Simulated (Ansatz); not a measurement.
Abstraction of H: GeH3(SH) + SiH(CH3)2 → GeH3S + SiH2(CH3)2

Species: GeH3(SH), singlet; SiH(CH3)2, doublet; GeH3S `[S][GeH3]`, doublet; SiH2(CH3)2, singlet. A radical takes H: the energy is the difference in strength between the S–H bond broken and the Si–H bond made.

Shapes, held fixed at every level: PBE0-D4/def2-TZVP. Programs: Ansatz 0.2.0. The zero-point and thermal change to 298 K, harmonic and unscaled (PBE0-D4/def2-TZVP), is 0.0 kJ/mol.

(1) Estimate ΔH(298 K) of this reaction.

Results:

(1) The highest level, CCSD(T)/def2-TZVPP, gives ΔH(298 K) = -18.8 kJ/mol; the levels span -43.8 to -8.0. The column of differences is taken from that level and isn't an error. No measured value is set beside it here. Open shells run unrestricted. Relativity is left out for Ge. Outer-core shells of Ge are correlated, in sets that cover them unevenly.

```tsv
level	kind	ΔH(298 K) (kJ/mol)	less CCSD(T)/def2-TZVPP
MP2/def2-TZVPP	perturbation theory	-8.0	+10.8
HF/def2-TZVPP	Hartree–Fock	-43.8	-25.0
B3LYP-D4/def2-TZVPP	global hybrid	-18.5	+0.3
BHLYP-D4/def2-TZVPP	global hybrid	-28.1	-9.3
wB97M-V/def2-TZVPP	range-separated hybrid	-19.7	-0.9
CCSD/def2-SVP	coupled cluster or CI	-26.0	-7.2
CCSD(T)/def2-TZVPP	coupled cluster or CI	-18.8	0.0
```
